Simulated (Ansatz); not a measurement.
Geometry optimisation, Ansatz 0.2.0, RKS PBE-D4/def2-SVP.

input.yaml

```yaml
crystal:
  periodic: [false, false, false]
  atoms:
    - { symbol: C, position_ang: [0.21769, 0.85792, -0.66519] }
    - { symbol: B, position_ang: [0.09693, -0.49814, 0.14741] }
    - { symbol: O, position_ang: [0.86358, -1.53507, -0.17889] }
    - { symbol: S, position_ang: [-1.09697, -0.64569, 1.52724] }
    - { symbol: H, position_ang: [-0.71163, 1.09499, -1.18059] }
    - { symbol: H, position_ang: [0.44027, 1.70143, -0.01405] }
    - { symbol: H, position_ang: [1.00293, 0.79831, -1.41305] }
    - { symbol: H, position_ang: [0.78221, -2.35242, 0.31396] }
    - { symbol: H, position_ang: [-0.8309, -1.89872, 1.8594] }
basis:
  gaussian: { orbitals: def2-SVP }
hamiltonian:
  xc: pbe
  dispersion: d4
relax:
  f_tol: 0.015
  max_steps: 40
```

Run as:

```bash
$ ansatz run input.yaml --threads 1 --pin off --max-ram 2048MiB --backend cpu --events-out ev --progress --plain --runs-dir out
```

Q: Where does it end, and by what steps?

A: The forces met the threshold. The force dipped under the threshold on the way, but the program's further checks kept it going. After 25 steps the energy has fallen by 0.119 eV; H5 moved furthest, 0.64 Å.

```csv
step,energy less start (eV),largest force component (eV/Å),accepted
0,0.0000,1.354,yes
1,-0.0896,0.563,yes
2,-0.1047,0.156,yes
3,-0.1070,0.072,yes
4,-0.1082,0.035,yes
5,-0.1088,0.027,yes
6,-0.0963,0.433,no
7,-0.1093,0.022,yes
8,-0.1094,0.150,yes
9,-0.1107,0.050,yes
10,-0.1124,0.025,yes
11,-0.0991,0.434,no
12,-0.1119,0.108,no
13,-0.1128,0.009,yes
14,-0.1139,0.121,yes
15,-0.1150,0.055,yes
16,-0.1161,0.008,yes
17,-0.1121,0.306,no
18,-0.1171,0.044,yes
19,-0.1172,0.114,yes
20,-0.1178,0.042,yes
21,-0.1181,0.008,yes
22,-0.1183,0.048,yes
23,-0.1185,0.032,yes
24,-0.1185,0.023,yes
25,-0.1186,0.013,yes
```

```xyz
9
Properties=species:S:1:pos:R:3
C 0.215 0.859 -0.634
B 0.087 -0.509 0.138
O 0.597 -1.635 -0.451
S -0.746 -0.496 1.773
H -0.335 0.794 -1.597
H -0.168 1.736 -0.078
H 1.279 1.046 -0.895
H 0.485 -2.447 0.073
H -0.651 -1.825 2.067
```

Time of the run: 71 s on 1 thread of Arm Neoverse V1, with other jobs on the host, peak memory 0.14 GiB.
